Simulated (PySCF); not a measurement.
C4H7FO, SMILES C[C@@]1(F)CCO1. Heavy atoms are numbered as in [CH3:1][C@@:2]1([F:3])[CH2:4][CH2:5][O:6]1. Hydrogens are named by the atom that carries them.

The structure is a stationary point at r2SCAN-D4/def2-SVP. The structure was generated by enumeration; whether it is a known compound was not checked.

The numbers are results of PySCF with PBE/def2-TZVP, not measurements.

ESP charges are fitted to the potential on shells at 1.4 to 2.0 van der Waals radii. Atomic charges (e), one atom of each kind:

```tsv
atom	ESP fit	Löwdin
C1 (CH3)	-0.78	-0.27
C2	?	-0.51
F3	?	0.14
C4 (CH2)	-0.51	-0.21
C5 (CH2)	0.18	-0.28
O6	-0.45	0.21
H on C1	?	0.14
H on C4	0.15	0.14
H on C5	?	0.12
```

**Question.** Fill in the missing entries. (The exact figures need the calculation; the answer reports its results.)

**Answer.** 
- C2, ESP fit: 0.85
- F3, ESP fit: -0.30
- H on C1, ESP fit: 0.22
- H on C5, ESP fit: 0.05

**Question.** Give the Mayer and Wiberg (Löwdin basis) orders of the bonds. (The exact figures need the calculation; the answer reports its results.)

**Answer.** 
```csv
bond,Mayer,Wiberg
C1–C2,0.98,1.26
C2–F3,1.09,1.62
C2–C4,0.98,1.11
C4–C5,1.06,1.20
C2–O6,1.12,1.46
C5–O6,1.03,1.38
```
